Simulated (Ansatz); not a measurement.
`[TeH]B1CS1` + `FCS` → `FC(S)[TeH]` + `B1CS1` at 500 K and 1 bar (formal exchange of groups at a Te–B bond).

Program: Ansatz. Geometries: PBE0-D4/def2-TZVP. ΔE: electronic, gas phase. CCSD(T)/CBS is the MP2 limit (def2-TZVPP, def2-QZVPP) plus CCSD(T) − MP2 in def2-TZVPP, frozen cores. This one scheme is used for every species. def2 core potentials past Kr. For Te outer-core shells are correlated without core-valence functions, which leaves a few kJ/mol of doubt a bond. Each species was taken in one conformer, which may not be the lowest.

```tsv
species	CCSD(T)/CBS energy (Eh)	H − E (kJ/mol)	S (J/(mol·K))
`[TeH]B1CS1`	-730.16423	137.3	371.2
`FCS`	-537.40796	130.0	305.7
`FC(S)[TeH]`	-805.11844	131.0	389.0
`B1CS1`	-462.41225	128.9	293.8
```

H − E and S are ideal-gas, rigid-rotor, harmonic terms from PBE0-D4/def2-TZVP, for one conformer and one mirror image of each species. 1 Eh = 2625.50 kJ/mol, R = 8.31446 J/(mol·K).

By hand: ΔE, ΔH, ΔS and ΔG.

ΔE = (-805.11844) + (-462.41225) − (-730.16423) − (-537.40796) = 0.04150 Eh = 109.0 kJ/mol. Δ(H − E) = 131.0 + 128.9 − 137.3 − 130.0 = -7.4, so ΔH = 101.6 kJ/mol. ΔS = 389.0 + 293.8 − 371.2 − 305.7 = 5.9 J/(mol·K). ΔG = 101.6 − 500 × (5.9)/1000 = 98.6 kJ/mol.

By hand: the equilibrium constant, and the temperature at which ΔG would vanish if ΔH and ΔS stayed fixed.

log₁₀ K = −ΔG/(RT ln 10) = -10.3. ΔG = 0 at ΔH/ΔS = 17220 K, far beyond where these terms or the molecules hold.

The number of gas molecules stays the same, so ΔS is small and ΔH decides. A doubt of 5 kJ/mol in ΔE shifts log₁₀ K by 0.5 here. Other conformers and mirror images would add mixing entropy, several J/(mol·K) or more a flexible species. These are equilibria of isolated gas molecules and say nothing of rates. Largest T1 diagnostic: 0.016 (customary marks: 0.02 for closed shells, 0.045 for open ones).
